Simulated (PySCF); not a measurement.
(E)-1-bromo-2-chloroprop-1-ene (C3H4BrCl), SMILES C/C(Cl)=C\Br. Coordinates come from a r2SCAN-D4/def2-SVP optimisation.

Calculation: r2SCAN-D4/def2-SVP (PySCF).

Harmonic wavenumbers (cm⁻¹): 147, 199, 202, 270, 376, 436, 709, 732, 786, 991, 1041, 1084, 1253, 1383, 1442, 1442, 1681, 3040, 3125, 3171, 3236. Rotational constants (GHz): 7.533, 0.9446, 0.8438; symmetry number 1.

Work out the zero-point energy and the ideal-gas rigid-rotor harmonic-oscillator thermochemistry at 298.15 K and 1 atm.

ZPE = ½ Σ hcν = ½ × 26746 cm⁻¹ = 159.98 kJ/mol. H − E(el) = 178.45 kJ/mol. Entropy in J/(mol K): translation 171.68, rotation 118.71, vibration 48.40, total 338.79. G − E(el) = 77.45 kJ/mol. Cp = 91.85 J/(mol K). Modes under 150 cm⁻¹ make the vibrational entropy uncertain.
